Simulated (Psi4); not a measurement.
Cl₃Si (SMILES Cl[Si](Cl)Cl), doublet, at a GFN2-xTB geometry; MP2/def2-TZVPP run with Psi4.

Input for Psi4:
```
memory 2 GB

molecule {
0 2
  Si    0.30534902    0.30108305    0.30322167
  Cl   -0.85134863   -0.87589088    1.47732074
  Cl    1.47133362   -0.85554212   -0.88186222
  Cl   -0.87144888    1.48348225   -0.84517049
}

set basis def2-tzvpp
set reference uhf
set freeze_core true

energy('mp2')
print_variables()
```

Write the output that Psi4 gives for this input, abridged.


```
    SCF Algorithm Type (re)set to DF.

   => Loading Basis Set <=

    Name: DEF2-TZVPP
    Role: ORBITAL
    Keyword: BASIS

         ---------------------------------------------------------
                                   SCF
               by Justin Turney, Rob Parrish, Andy Simmonett
                          and Daniel G. A. Smith
                              UHF Reference
         ---------------------------------------------------------

  ==> Geometry <==

    Molecular point group: c1
    Full point group: C1

    Geometry (in Angstrom), charge = 0, multiplicity = 2:

       Center              X                  Y                   Z               Mass
    ------------   -----------------  -----------------  -----------------  -----------------
         SI           0.307235459275     0.302943137273     0.305094970564    27.976926534650
         CL          -0.849462190725    -0.874030792727     1.479194040564    34.968852682000
         CL           1.473220059275    -0.853682032727    -0.879988919436    34.968852682000
         CL          -0.869562440725     1.485342337273    -0.843297189436    34.968852682000

  Running in c1 symmetry.

  Rotational constants: A =      0.08364  B =      0.08364  C =      0.04398 [cm^-1]
  Rotational constants: A =   2507.54839  B =   2507.54838  C =   1318.51537 [MHz]
  Nuclear repulsion =  325.137129414524281

  Charge       = 0
  Multiplicity = 2
  Electrons    = 65
  Nalpha       = 33
  Nbeta        = 32

  ==> Algorithm <==

  SCF Algorithm Type is DF.
  DIIS enabled.
  MOM disabled.
  Fractional occupation disabled.
  Guess Type is SAD.
  Energy threshold   = 1.00e-08
  Density threshold  = 1.00e-08
  Integral threshold = 1.00e-12

  ==> Primary Basis <==

  Basis Set: DEF2-TZVPP
    Blend: DEF2-TZVPP
    Number of shells: 56
    Number of basis functions: 168
    Number of Cartesian functions: 192
    Spherical Harmonics?: true
    Max angular momentum: 3

   => Loading Basis Set <=

    Name: (DEF2-TZVPP AUX)
    Role: JKFIT
    Keyword: DF_BASIS_SCF

  ==> Integral Setup <==

  SCF_SUBTYPE=INCORE selected. In-core MEM_DF algorithm will be used.
  Using in-core AOs.

  ==> MemDFJK: Density-Fitted J/K Matrices <==

    J tasked:                   Yes
    K tasked:                   Yes
    wK tasked:                   No
    Algorithm:                 Core
    Schwarz Cutoff:           1E-12
    Mask sparsity (%):       8.2341
    Fitting Condition:        1E-10

   => Auxiliary Basis Set <=

  Basis Set: (DEF2-TZVPP AUX)
    Blend: DEF2-UNIVERSAL-JKFIT
    Number of shells: 152
    Number of basis functions: 512
    Number of Cartesian functions: 620
    Spherical Harmonics?: true
    Max angular momentum: 4

  Minimum eigenvalue in the overlap matrix is 4.7985276140E-03.
  Reciprocal condition number of the overlap matrix is 1.1226094335E-03.
    Using symmetric orthogonalization.

  ==> Pre-Iterations <==

  SCF Guess: Superposition of Atomic Densities via on-the-fly atomic UHF (no occupation information).

   -------------------------
    Irrep   Nso     Nmo
   -------------------------
     A        168     168
   -------------------------
    Total     168     168
   -------------------------

  ==> Iterations <==

                           Total Energy        Delta E     RMS |[F,P]|

   @DF-UHF iter SAD: -1667.42427710375659   -1.66742e+03   0.00000e+00
   @DF-UHF iter   1: -1667.55916865098152   -1.34892e-01   1.90648e-03 ADIIS/DIIS
   @DF-UHF iter   2: -1667.59325996421830   -3.40913e-02   7.87575e-04 ADIIS/DIIS
   @DF-UHF iter   3: -1667.60106078414515   -7.80082e-03   2.15803e-04 ADIIS/DIIS
   @DF-UHF iter   4: -1667.60224938492820   -1.18860e-03   7.75404e-05 DIIS
   @DF-UHF iter   5: -1667.60254312134953   -2.93736e-04   1.81899e-05 DIIS
   @DF-UHF iter   6: -1667.60255820473344   -1.50834e-05   6.12486e-06 DIIS
   @DF-UHF iter   7: -1667.60255993396891   -1.72924e-06   2.75986e-06 DIIS
[...]
    Alpha Occupied:

[...]
    Alpha Virtual:

[...]
    Beta Occupied:

[...]
    Beta Virtual:

[...]
     168A     25.836788

    Final Occupation by Irrep:
              A
    DOCC [    32 ]
    SOCC [     1 ]
    NA   [    33 ]
    NB   [    32 ]

  @DF-UHF Final Energy: -1667.60256047929443

   => Energetics <=

    Nuclear Repulsion Energy =            325.1371294145242814
    One-Electron Energy =               -2954.8228571541908423
    Two-Electron Energy =                 962.0831672603723064
    Total Energy =                      -1667.6025604792944250

  UHF NO Occupations:
  HONO-2 :   31  A 1.9996580
  HONO-1 :   32  A 1.9983211
  HONO-0 :   33  A 1.0000000
  LUNO+0 :   34  A 0.0016789
  LUNO+1 :   35  A 0.0003420
  LUNO+2 :   36  A 0.0003420
  LUNO+3 :   37  A 0.0000434

Computation Completed

Properties will be evaluated at   0.000000,   0.000000,   0.000000 [a0]

Properties computed using the SCF density matrix

 Multipole Moments:

 ------------------------------------------------------------------------------------
     Multipole            Electronic (a.u.)      Nuclear  (a.u.)        Total (a.u.)
 ------------------------------------------------------------------------------------

 L = 1.  Multiply by 2.5417464519 to convert [e a0] to [Debye]
 Dipole X            :         -0.0641946            0.2317158            0.1675211
 Dipole Y            :         -0.0632978            0.2284785            0.1651807
 Dipole Z            :         -0.0637474            0.2301014            0.1663540
 Magnitude           :                                                    0.2881348

 ------------------------------------------------------------------------------------

  //>>>>>>>>>>>>>>>>>>>>>>>>>>>>>>>>>>>//
  //               DFMP2               //
  //<<<<<<<<<<<<<<<<<<<<<<<<<<<<<<<<<<<//

   => Loading Basis Set <=

    Name: (DEF2-TZVPP AUX)
    Role: RIFIT
    Keyword: DF_BASIS_MP2

	 --------------------------------------------------------
	                          DF-MP2
	      2nd-Order Density-Fitted Moller-Plesset Theory

	        Rob Parrish, Justin Turney, Andy Simmonett,
	           Ed Hohenstein, and C. David Sherrill
	 --------------------------------------------------------

	 --------------------------------------------------------
	                 NBF =   168, NAUX =   492
	 --------------------------------------------------------
	   CLASS    FOCC     OCC    AOCC    AVIR     VIR    FVIR
	   ALPHA      20      33      13     135     135       0
	    BETA      20      32      12     136     136       0
	 --------------------------------------------------------

	-----------------------------------------------------------
	 ==================> DF-MP2 Energies <====================
	-----------------------------------------------------------
	 Reference Energy          =   -1667.6025604792944250 [Eh]
	 Singles Energy            =      -0.0000000000000000 [Eh]
	 Same-Spin Energy          =      -0.1702232350655202 [Eh]
	 Opposite-Spin Energy      =      -0.4847996320108172 [Eh]
	 Correlation Energy        =      -0.6550228670763374 [Eh]
	 Total Energy              =   -1668.2575833463706658 [Eh]
	-----------------------------------------------------------
	 ================> DF-SCS-MP2 Energies <==================
	-----------------------------------------------------------
	 SCS Same-Spin Scale       =       0.3333333333333333 [-]
	 SCS Opposite-Spin Scale   =       1.2000000000000000 [-]
	 SCS Same-Spin Energy      =      -0.0567410783551734 [Eh]
	 SCS Opposite-Spin Energy  =      -0.5817595584129807 [Eh]
	 SCS Correlation Energy    =      -0.6385006367681541 [Eh]
	 SCS Total Energy          =   -1668.2410611160626104 [Eh]
	-----------------------------------------------------------

  Variable Map:
  ----------------------------------------------------------------------------
[...]
  Array Variable Map:
  ----------------------------------------------------------------------------
[...]
[...]
```
